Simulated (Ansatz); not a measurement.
`[OH][Zr]([OH])([Cl])[Cl]` + `[Cl][Ga]([Cl])[I]` → `[OH][Zr]([Cl])([Cl])[I]` + `[OH][Ga]([Cl])[Cl]`  (redistribution)

Computed with Ansatz on PBE0-D4/def2-TZVP structures; ΔE is electronic, products minus reactants. CCSD(T)/CBS adds triple-zeta CCSD(T) − MP2 to the extrapolated MP2 energy (def2 sets, frozen cores). DFT in def2-TZVPP. Elements past krypton have def2 core potentials. For Ga, I, Zr outer-core shells are correlated without core-valence functions, which leaves a few kJ/mol of doubt a bond. Scalar relativity is left out up to krypton. Each species was taken in one conformer, which may not be the lowest.

| level | ΔE (kJ/mol) | difference from CCSD(T)/CBS |
| --- | --- | --- |
| LDA (SPW92) | 53.4 | 2.5 |
| BLYP-D4 | 57.5 | 6.6 |
| ωB97M-V | 59.2 | 8.3 |
| B2PLYP | 50.9 | 0.0 |
| BLYP | 57.2 | 6.3 |
| r2SCAN | 51.5 | 0.6 |
| r2SCAN0 | 54.0 | 3.1 |
| LC-ωPBE | 62.3 | 11.4 |
| MP2/def2-SVP | 57.8 | 6.9 |
| CCSD/def2-SVP | 66.2 | 15.3 |
| CCSD(T)/CBS | 50.9 | 0 |

Task: What do rigid-rotor, harmonic-oscillator terms from PBE0-D4/def2-TZVP frequencies (298.15 K, 1 bar) make of the CCSD(T)/CBS value? (Estimate.)

Result: The calculation gave: ΔZPE = +3.7 kJ/mol, ΔH = +53.2 kJ/mol, ΔS = 1 J/(mol·K), ΔG = +52.9 kJ/mol.

Largest T1 diagnostic among the species: 0.016.

From BLYP to BHLYP (50 % exact exchange), in def2-TZVPP and without D4, ΔE moves by +3.3 kJ/mol. At CCSD(T), def2-SVP lies +11.0 kJ/mol from the extrapolated value and def2-TZVPP −4.8 kJ/mol. Leaving LDA and LC-ωPBE aside and taking each functional with its dispersion term where it has one, the values, not all of them listed here, spread over 12.4 kJ/mol, from PBE-QIDH to CAM-B3LYP-D4.
